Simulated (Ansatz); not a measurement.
Reaction (redistribution): `C=CN[SiH3]` + `OC1=NC[SiH]1[AlH2]` → `C=CN[SiH2][AlH2]` + `OC1=NC[SiH2]1`

Computed with Ansatz on PBE0-D4/def2-TZVP structures; ΔE is electronic, products minus reactants. CCSD(T)/CBS is the MP2 limit (def2-TZVPP, def2-QZVPP) plus CCSD(T) − MP2 in def2-TZVPP, frozen cores. This one scheme is used for every species. DFT in def2-TZVPP. B3LYP here is the variant with VWN-RPA as its local correlation; programs differ in this. One conformer a species, not always the lowest.

Question: Is it downhill or uphill in electronic energy at CCSD(T)/CBS, and by how much? (An estimate is asked.)

Answer: Computed: Downhill: ΔE = -43.2 kJ/mol.

Question: What do these levels give: PBE-D4, PBE0-D4, PBE0, B3LYP, CCSD(T)/def2-TZVPP, SCS-MP2/def2-QZVPP? (Estimate.)

Answer: Ansatz gave: PBE-D4 -56.0, PBE0-D4 -54.8, PBE0 -50.5, B3LYP -31.7, CCSD(T)/def2-TZVPP -44.5, SCS-MP2/def2-QZVPP -36.7 kJ/mol.

Largest T1 diagnostic among the species: 0.016.

In def2-TZVPP, CCSD(T) changes the Hartree–Fock value by −30.3 kJ/mol (the triples alone add −6.3 kJ/mol) and MP2 by −32.8 kJ/mol. The D4 term adds −9.0 kJ/mol with B3LYP and −4.3 kJ/mol with PBE0; it sums over pairs of atoms, weighted by their polarisabilities, and B3LYP, whose exchange is more repulsive, gets the larger term.
